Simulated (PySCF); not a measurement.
BrClMg (SMILES [Cl][Mg][Br]), singlet, at a GFN2-xTB geometry (such geometries of metal compounds can be far from the true shape); CAMB3LYP/6-31G, TDA in PySCF.

Here is a job for PySCF.
```python
from pyscf import gto, scf, dft, tdscf

mol = gto.Mole()
mol.atom = '''
    Mg    0.87260335   -0.22174125   -0.22296480
    Cl    1.72932918    0.91078313   -1.81650662
    Br   -1.13913817   -0.36635481    0.95874829
'''
mol.basis = '6-31g'
mol.verbose = 4
mol.build()

mf = dft.RKS(mol)
mf.xc = 'camb3lyp'
mf.kernel()
td = mf.TDA()
td.nstates = 15
td.kernel()
td.analyze()
```

Task: Predict the main parts of the log of this PySCF run.

Result: 
```
PySCF version 2.14.0

[INPUT] verbose = 4
[INPUT] num. atoms = 3
[INPUT] num. electrons = 64
[INPUT] charge = 0
[INPUT] spin (= nelec alpha-beta = 2S) = 0
[INPUT] symmetry False subgroup None
[INPUT] Mole.unit = angstrom
[INPUT] Symbol           X                Y                Z      unit          X                Y                Z       unit  Magmom
[...]
nuclear repulsion = 220.787588984842
number of shells = 25
number of NR pGTOs = 182
number of NR cGTOs = 53
basis = 6-31g
ecp = {}

******** <class 'pyscf.dft.rks.RKS'> ********
method = RKS
initial guess = minao
damping factor = 0
level_shift factor = 0
DIIS = <class 'pyscf.scf.diis.CDIIS'>
diis_start_cycle = 1
diis_space = 8
diis_damp = 0
SCF conv_tol = 1e-09
SCF conv_tol_grad = None
SCF max_cycles = 50
direct_scf = True
direct_scf_tol = 1e-13
XC library pyscf.dft.libxc version 7.1.2
    S. Lehtola, C. Steigemann, M. J. T. Oliveira, and M. A. L. Marques,  SoftwareX 7, 1–5 (2018)
XC functionals = camb3lyp
    T. Yanai, D. P. Tew, and N. C. Handy,  Chem. Phys. Lett. 393, 51 (2004)
radial grids:
    Treutler-Ahlrichs [JCP 102, 346 (1995); DOI:10.1063/1.469408] (M4) radial grids

becke partition: Becke, JCP 88, 2547 (1988); DOI:10.1063/1.454033
pruning grids: <function nwchem_prune>
grids dens level: 3
symmetrized grids: False
atomic radii adjust function: <function treutler_atomic_radii_adjust>
small_rho_cutoff = 0
Set gradient conv threshold to 3.16228e-05
Initial guess from minao.
tot grids = 57888
init E= -3233.29963459687
[...]
cycle= 1 E= -3234.21913605118  delta_E= -0.92  |g|= 0.378  |ddm|= 1.65
[...]
cycle= 2 E= -3234.24586356109  delta_E= -0.0267  |g|= 0.339  |ddm|= 1.25
[...]
cycle= 3 E= -3234.27551213417  delta_E= -0.0296  |g|= 0.0147  |ddm|= 0.463
[...]
cycle= 4 E= -3234.27562291724  delta_E= -0.000111  |g|= 0.00449  |ddm|= 0.0368
[...]
cycle= 5 E= -3234.27563984774  delta_E= -1.69e-05  |g|= 0.00124  |ddm|= 0.0149
[...]
cycle= 6 E= -3234.27564107502  delta_E= -1.23e-06  |g|= 0.000712  |ddm|= 0.00421
[...]
cycle= 7 E= -3234.27564128993  delta_E= -2.15e-07  |g|= 0.000127  |ddm|= 0.00143
[...]
cycle= 8 E= -3234.27564130832  delta_E= -1.84e-08  |g|= 2.08e-05  |ddm|= 0.000523
[...]
cycle= 9 E= -3234.27564130898  delta_E= -6.63e-10  |g|= 2.58e-06  |ddm|= 0.000113
[...]
Extra cycle  E= -3234.275641309  delta_E= -1.55e-11  |g|= 9.9e-07  |ddm|= 1.18e-05
converged SCF energy = -3234.275641309

******** <class 'pyscf.tdscf.rks.TDA'> for <class 'pyscf.dft.rks.RKS'> ********
nstates = 15 singlet
deg_eia_thresh = 1.000e-03
wfnsym = None
conv_tol = 1e-05
eigh lindep = 1e-12
eigh level_shift = 0
eigh max_cycle = 100

Excitation energies (eV)
[4.47223286 4.48458173 5.17305378 5.25012706 5.88361216 6.69923202
 6.83919845 7.14542509 7.31968319 7.66228311 7.7497538  7.81046416
 8.06535702 8.32466939 8.65531608]

** Singlet excitation energies and oscillator strengths **
Excited State   1:      4.47223 eV    277.23 nm  f=0.0137
      31 -> 33       -0.70031
Excited State   2:      4.48458 eV    276.47 nm  f=0.0123
      32 -> 33       -0.69450
Excited State   3:      5.17305 eV    239.67 nm  f=0.0386
      29 -> 33       -0.69962
Excited State   4:      5.25013 eV    236.15 nm  f=0.0606
      27 -> 33       -0.12313
      28 -> 33       -0.12818
      30 -> 33        0.67238
Excited State   5:      5.88361 eV    210.73 nm  f=0.1363
      28 -> 33       -0.64567
      30 -> 33       -0.11116
      31 -> 34        0.21744
Excited State   6:      6.69923 eV    185.07 nm  f=0.0002
      32 -> 34        0.70290
Excited State   7:      6.83920 eV    181.28 nm  f=0.0816
      27 -> 33        0.55624
      29 -> 34       -0.25650
      31 -> 34       -0.31727
Excited State   8:      7.14543 eV    173.52 nm  f=0.1355
      27 -> 33       -0.25662
      28 -> 33       -0.13504
      29 -> 34        0.17287
      31 -> 34       -0.51332
      32 -> 35        0.32247
Excited State   9:      7.31968 eV    169.38 nm  f=0.0038
      30 -> 34        0.69732
Excited State  10:      7.66228 eV    161.81 nm  f=0.0181
      28 -> 34        0.13988
      31 -> 35       -0.68261
Excited State  11:      7.74975 eV    159.98 nm  f=0.0139
      28 -> 34        0.67917
      31 -> 35        0.13614
Excited State  12:      7.81046 eV    158.74 nm  f=0.1095
      27 -> 33       -0.23905
      29 -> 34       -0.55502
      30 -> 35       -0.33438
Excited State  13:      8.06536 eV    153.72 nm  f=0.2476
      28 -> 33        0.12783
      28 -> 35       -0.17840
      30 -> 35       -0.13477
      31 -> 34        0.22170
      32 -> 35        0.54612
      32 -> 36       -0.22729
Excited State  14:      8.32467 eV    148.94 nm  f=0.0503
      27 -> 34       -0.12614
      29 -> 35        0.67859
Excited State  15:      8.65532 eV    143.25 nm  f=0.0919
      27 -> 35        0.10482
      28 -> 35       -0.35384
      29 -> 34       -0.17039
      30 -> 35        0.37906
      30 -> 36        0.21535
      32 -> 36        0.32326

** Transition electric dipole moments (AU) **
state          X           Y           Z        Dip. S.      Osc.
  1        -0.1197     -0.2369     -0.2328      0.1246      0.0137
  2         0.2236     -0.2229      0.1119      0.1122      0.0123
  3        -0.1870     -0.3703     -0.3637      0.3043      0.0386
  4         0.5134     -0.4238      0.1675      0.4713      0.0606
  5        -0.7886     -0.1427      0.5508      0.9456      0.1363
  6        -0.0110     -0.0219     -0.0215      0.0011      0.0002
  7         0.1552     -0.5151      0.4446      0.4871      0.0816
  8        -0.8266      0.2421      0.1786      0.7738      0.1355
  9         0.0491      0.0973      0.0955      0.0210      0.0038
 10        -0.1053     -0.2086     -0.2049      0.0966      0.0181
 11         0.0918      0.1817      0.1785      0.0733      0.0139
 12        -0.3400      0.5532     -0.3884      0.5724      0.1095
 13         0.7890      0.3168     -0.7283      1.2532      0.2476
 14         0.1684      0.3333      0.3274      0.2467      0.0503
 15         0.6089     -0.0716     -0.2402      0.4336      0.0919

** Transition velocity dipole moments (imaginary part, AU) **
state          X           Y           Z        Dip. S.      Osc.
  1        -0.0148     -0.0293     -0.0288      0.0019      0.0077
  2         0.0033     -0.0309      0.0297      0.0018      0.0075
  3        -0.0242     -0.0480     -0.0471      0.0051      0.0179
  4         0.0655     -0.0402      0.0072      0.0060      0.0206
  5        -0.1571     -0.0360      0.1175      0.0398      0.1227
  6        -0.0028     -0.0056     -0.0055      0.0001      0.0002
  7         0.0508     -0.1074      0.0832      0.0210      0.0558
  8        -0.1163      0.0630     -0.0044      0.0175      0.0444
  9         0.0116      0.0229      0.0225      0.0012      0.0029
 10        -0.0282     -0.0558     -0.0548      0.0069      0.0163
 11         0.0160      0.0316      0.0311      0.0022      0.0052
 12        -0.0783      0.0948     -0.0563      0.0183      0.0425
 13         0.0871      0.0920     -0.1385      0.0352      0.0792
 14         0.0497      0.0985      0.0967      0.0215      0.0469
 15         0.1454     -0.0848      0.0115      0.0285      0.0596

** Transition magnetic dipole moments (imaginary part, AU) **
state          X           Y           Z
  1        -0.1338      0.0927     -0.0255
  2        -0.0042     -0.0083     -0.0082
  3         0.1218     -0.1807      0.1213
  4         0.0223      0.0442      0.0434
  5         0.3311      0.6556      0.6439
  6         0.1074     -0.1234      0.0704
  7         0.1800      0.3564      0.3501
  8         0.1221      0.2417      0.2374
  9         0.1559     -0.1350      0.0573
 10        -0.1963      0.1945     -0.0970
 11         0.7676     -0.7820      0.4014
 12        -0.1638     -0.3242     -0.3185
 13         0.0321      0.0635      0.0623
 14        -0.2519      0.2850     -0.1606
 15         0.0143      0.0282      0.0278
```
